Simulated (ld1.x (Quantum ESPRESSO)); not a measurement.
An all-electron radial function and its pseudo partner (Si (Z = 14))

Columns: radius, all-electron u(r) and pseudo u(r) of the 3s shell (level -19.03 eV) of silicon in the configuration [Ne] 3s2 3p1; PBE, scalar-relativistic, TM scheme, ld1.x (Quantum ESPRESSO) 7.5.

```tsv
r (bohr)	all-electron	pseudo
0.098	0.1339	0.0269
0.195	-0.1257	0.0545
0.292	-0.3078	0.0841
0.390	-0.3566	0.1171
0.488	-0.3034	0.1544
0.585	-0.1918	0.1964
0.682	-0.0533	0.2446
0.780	0.0928	0.2998
0.878	0.2320	0.3612
0.975	0.3559	0.4269
1.072	0.4627	0.4949
1.170	0.5522	0.5624
1.268	0.6240	0.6246
1.365	0.6789	0.6769
1.463	0.7192	0.7177
1.560	0.7457	0.7451
1.658	0.7603	0.7602
1.755	0.7644	0.7644
1.852	0.7597	0.7597
1.950	0.7475	0.7475
2.047	0.7294	0.7294
2.145	0.7064	0.7064
2.242	0.6800	0.6800
2.340	0.6507	0.6507
2.438	0.6195	0.6195
2.535	0.5876	0.5876
```

Q: How many radial nodes do the two functions have?

A: The all-electron 3s function has n − l − 1 = 2; the pseudo-wave has 0, since the states of the same l below it are removed with the core.

Q: At about which radius was the pseudo-wave matched?

A: 1.85 bohr. The columns agree to 0.0005 from 1.66 bohr on; several derivatives are matched, so the curves merge somewhat inside the radius.

Q: Is the pseudo-wave norm-conserving?

A: Yes: the TM scheme keeps the norm inside the radius equal to the all-electron one, which fixes the energy derivative of the logarithmic derivative at the level.
